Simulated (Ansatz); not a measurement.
The first iterations of a band of a periodic cell of 20 atoms, Li₁₆H₃C (surface Li(110), adsorbate CH3).

Level of theory: DFT PBE-D3(BJ), scalar-relativistic, plane waves, PAW (Ansatz 0.2.0). Settings: cutoff 420 eV, k mesh 3x3x1, gaussian smearing 0.05 eV, no spin polarisation.

| Item | Value |
| --- | --- |
| movable images | 7 |
| climbing image | yes |
| spring | 5.0 eV/Å² |
| optimiser | quadratic models (default) |
| start path | IDPP |
| force threshold | 0.05 eV/Å |
| iteration limit | 80 |
| end points | relaxed |
| atoms held | 1 to 4 |

Initial state:

```xyz
20
Lattice="6.9800 0.0000 0.0000 3.4900 4.9356 0.0000 0.0000 0.0000 18.4034" Properties=species:S:1:pos:R:3
Li 0.000 2.468 1.000
Li 3.490 2.468 1.000
Li 1.745 4.936 1.000
Li 5.235 4.936 1.000
Li -0.004 -0.348 3.171
Li 3.496 -0.228 3.219
Li 1.631 2.185 3.218
Li 5.350 2.194 3.225
Li 0.011 2.467 5.655
Li 3.482 2.447 5.319
Li 1.856 5.014 5.393
Li 5.129 5.000 5.388
Li 0.008 0.025 7.807
Li 3.490 -0.108 7.433
Li 2.101 2.621 7.827
Li 4.888 2.612 7.816
C 3.502 3.385 9.295
H 2.636 2.903 9.797
H 4.364 2.889 9.791
H 3.512 4.394 9.764
```

Final state:

```xyz
20
Lattice="6.9800 0.0000 0.0000 3.4900 4.9356 0.0000 0.0000 0.0000 18.4034" Properties=species:S:1:pos:R:3
Li 0.000 2.468 1.000
Li 3.490 2.468 1.000
Li 1.745 4.936 1.000
Li 5.235 4.936 1.000
Li -0.129 -0.286 3.355
Li 3.596 -0.587 3.169
Li 1.932 1.943 3.256
Li 5.104 2.234 3.396
Li 0.216 2.217 5.477
Li 3.347 2.831 5.903
Li 1.414 5.178 5.460
Li 5.514 4.909 5.482
Li 0.100 0.220 7.485
Li 3.082 1.033 7.837
Li 1.432 3.051 7.663
Li 5.361 2.910 7.551
C 3.456 3.145 8.107
H 1.439 1.283 6.763
H 4.148 2.759 8.902
H 2.792 3.765 8.769
```

| iteration | highest image above the first end (eV) | largest band force component (eV/Å) |
| --- | --- | --- |
| 1 | 2.379 | 2.686 |
| 2 | 1.800 | 2.164 |
| 3 | 1.520 | 3.452 |
| 4 | 1.392 | 1.253 |

Task: Does the band converge within its limit, and where does its top end?

Result: The run converged. It ended after 13 iterations with the highest image 1.211 eV above the first end. By the program's own check the climbing image is of a kind that is not told: the force calls were inconclusive, a negative curvature could not be distinguished from the path's own, the only one lies far off the path, or fixed occupations may fill a level only in part (lowest curvatures found: -7.48 and -0.04 eV/Å²). Limits of this set-up: coarse k mesh, thin slab, slab without dipole correction, odd electron count without spin.

The run took 9.7 min on 2 threads of Intel(R) Xeon(R) Platinum 8488C (Sapphire Rapids), with other jobs on the host, peak memory 1.6 GiB.
